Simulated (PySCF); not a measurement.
lithium atom (Li), doublet; R2SCAN/def2-TZVP run with PySCF.

Here is a job for PySCF.
```python
from pyscf import gto, scf, dft

mol = gto.Mole()
mol.atom = '''
    Li    0.000000    0.000000    0.000000
'''
mol.basis = 'def2-tzvp'
mol.charge = 0
mol.spin = 1
mol.verbose = 4
mol.build()

mf = dft.UKS(mol)
mf.xc = 'r2scan'
mf.conv_tol_grad = 1e-7
mf.kernel()
mf.analyze()
```

**Question.** Predict the main parts of the log of this PySCF run.

**Answer.** 
```
PySCF version 2.14.0

[INPUT] verbose = 4
[INPUT] num. atoms = 1
[INPUT] num. electrons = 3
[INPUT] charge = 0
[INPUT] spin (= nelec alpha-beta = 2S) = 1
[INPUT] symmetry False subgroup None
[INPUT] Mole.unit = angstrom
[INPUT] Symbol           X                Y                Z      unit          X                Y                Z       unit  Magmom
[INPUT]  1 Li     0.000000000000   0.000000000000   0.000000000000 AA    0.000000000000   0.000000000000   0.000000000000 Bohr   0.0

nuclear repulsion = 0
number of shells = 8
number of NR pGTOs = 20
number of NR cGTOs = 14
basis = def2-tzvp
ecp = {}

******** <class 'pyscf.dft.uks.UKS'> ********
method = UKS
initial guess = minao
damping factor = 0
level_shift factor = 0
DIIS = <class 'pyscf.scf.diis.CDIIS'>
diis_start_cycle = 1
diis_space = 8
diis_damp = 0
SCF conv_tol = 1e-09
SCF conv_tol_grad = 1e-07
SCF max_cycles = 50
direct_scf = True
direct_scf_tol = 1e-13
number electrons alpha = 2  beta = 1
XC library pyscf.dft.libxc version 7.1.2
    S. Lehtola, C. Steigemann, M. J. T. Oliveira, and M. A. L. Marques,  SoftwareX 7, 1–5 (2018)
XC functionals = r2scan
    J. W. Furness, A. D. Kaplan, J. Ning, J. P. Perdew, and J. Sun,  J. Phys. Chem. Lett. 11, 8208–8215 (2020)
    J. W. Furness, A. D. Kaplan, J. Ning, J. P. Perdew, and J. Sun,  J. Phys. Chem. Lett. 11, 9248–9248 (2020)
    J. W. Furness, A. D. Kaplan, J. Ning, J. P. Perdew, and J. Sun,  J. Phys. Chem. Lett. 11, 8208–8215 (2020)
    J. W. Furness, A. D. Kaplan, J. Ning, J. P. Perdew, and J. Sun,  J. Phys. Chem. Lett. 11, 9248–9248 (2020)
radial grids:
    Treutler-Ahlrichs [JCP 102, 346 (1995); DOI:10.1063/1.469408] (M4) radial grids

becke partition: Becke, JCP 88, 2547 (1988); DOI:10.1063/1.454033
pruning grids: <function nwchem_prune>
grids dens level: 3
symmetrized grids: False
atomic radii adjust function: <function treutler_atomic_radii_adjust>
small_rho_cutoff = 0
tot grids = 13728
init E= -7.46347111103467

cycle= 1 E= -7.47902556118028  delta_E= -0.0156  |g|= 0.0142  |ddm|= 0.465
cycle= 2 E= -7.47951282115615  delta_E= -0.000487  |g|= 0.00312  |ddm|= 0.142
cycle= 3 E= -7.47952407342231  delta_E= -1.13e-05  |g|= 0.000496  |ddm|= 0.0222
cycle= 4 E= -7.47952417702782  delta_E= -1.04e-07  |g|= 4.47e-05  |ddm|= 0.00202
cycle= 5 E= -7.47952417811493  delta_E= -1.09e-09  |g|= 1.72e-06  |ddm|= 0.000149
cycle= 6 E= -7.47952417811714  delta_E= -2.21e-12  |g|= 1.23e-07  |ddm|= 9.94e-06
cycle= 7 E= -7.47952417811714  delta_E= 1.78e-15  |g|= 7.12e-09  |ddm|= 3.06e-07
Extra cycle  E= -7.47952417811719  delta_E= -4.88e-14  |g|= 1.03e-09  |ddm|= 4.01e-08
converged SCF energy = -7.47952417811719  <S^2> = 0.75002458  2S+1 = 2.0000246
**** SCF Summaries ****
Total Energy =                          -7.479524178117189
Nuclear Repulsion Energy =               0.000000000000000
One-electron Energy =                   -9.715392315628167
Two-electron Energy =                    2.235868137510978
Two-electron Coulomb Energy =            4.061075086751795
DFT Exchange-Correlation Energy =       -1.825206949240817
**** MO energy ****
                             alpha | beta                alpha | beta
MO #1   energy= -1.95759191041093  | -1.9513929965538   occ= 1 | 1
MO #2   energy= -0.11986467129367  | 0.0804258997306453 occ= 1 | 0
MO #3   energy= -0.0370179917931297 | 0.195547368091792  occ= 0 | 0
MO #4   energy= -0.0370179917931292 | 0.195547368095123  occ= 0 | 0
MO #5   energy= -0.0370179917931257 | 0.195547368097601  occ= 0 | 0
MO #6   energy= 0.0647384285188672 | 0.229115361444577  occ= 0 | 0
MO #7   energy= 0.505153916386059  | 0.583915990528156  occ= 0 | 0
MO #8   energy= 0.505153916386063  | 0.58391599052944   occ= 0 | 0
MO #9   energy= 0.505153916386064  | 0.583915990530397  occ= 0 | 0
MO #10  energy= 1.43600681775989   | 1.47276100935932   occ= 0 | 0

To work with the spin densities directly, `use mulliken_meta_spin()` only printing them here.

 ** Mulliken spin pop alpha/beta on meta-lowdin orthogonal AOs **
 ** Mulliken Spin Density (per AO)  **
spin_pop of  0 Li 1s        0.00041
spin_pop of  0 Li 2s        0.99934
spin_pop of  0 Li 3s        0.00019
spin_pop of  0 Li 4s        0.00006
spin_pop of  0 Li 5s       -0.00000
spin_pop of  0 Li 2px       0.00000
spin_pop of  0 Li 2py       0.00000
spin_pop of  0 Li 2pz       0.00000
spin_pop of  0 Li 3px       0.00000
spin_pop of  0 Li 3py       0.00000
spin_pop of  0 Li 3pz      -0.00000
spin_pop of  0 Li 4px      -0.00000
spin_pop of  0 Li 4py       0.00000
spin_pop of  0 Li 4pz       0.00000
 ** Mulliken Spin Density (per atom)  **
spin density of  0 Li =      1.00000
 ** Mulliken pop alpha/beta on meta-lowdin orthogonal AOs **
 ** Mulliken pop       alpha | beta **
pop of  0 Li 1s        0.99996 | 0.99955
pop of  0 Li 2s        0.99972 | 0.00038
pop of  0 Li 3s        0.00023 | 0.00005
pop of  0 Li 4s        0.00007 | 0.00000
pop of  0 Li 5s        0.00002 | 0.00002
pop of  0 Li 2px       0.00000 | 0.00000
pop of  0 Li 2py       0.00000 | 0.00000
pop of  0 Li 2pz       0.00000 | 0.00000
pop of  0 Li 3px       0.00000 | 0.00000
pop of  0 Li 3py       0.00000 | 0.00000
pop of  0 Li 3pz       0.00000 | 0.00000
pop of  0 Li 4px       0.00000 | 0.00000
pop of  0 Li 4py       0.00000 | 0.00000
pop of  0 Li 4pz       0.00000 | 0.00000
In total             2.00000 | 1.00000
 ** Mulliken atomic charges   ( Nelec_alpha | Nelec_beta ) **
charge of  0Li =     -0.00000  (     2.00000      1.00000 )
Dipole moment(X, Y, Z, Debye):  0.00000,  0.00000, -0.00000
```
